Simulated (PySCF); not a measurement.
CH₁₀FNSi₃, SMILES C[SiH2][Si@@H](N)[SiH2]F.

The structure is a stationary point at PBE-D3(BJ)/def2-SVP. The structure was generated by enumeration; whether it is a known compound was not checked. Other conformers were not sampled.

Level of theory: PySCF with SMD-ωB97X/6-31G*.

Solvation free energies are E(SMD) − E(gas) at the gas-phase geometry, for 1 M in both phases. In vacuum the dipole moment is 1.83 D.

Problem. Estimate the solvation free energies in water, tetrahydrofuran, ethylethanoate. (The exact figures need the calculation; the answer reports its results.)

Solution. 
| solvent | ΔG(solv) (kcal/mol) | its non-electrostatic (CDS) part | dipole (D) |
|---|---|---|---|
| water | 0.3 | 6.3 | 2.17 |
| tetrahydrofuran | -3.5 | 1.4 | 2.11 |
| ethylethanoate | -3.6 | 1.0 | 2.10 |
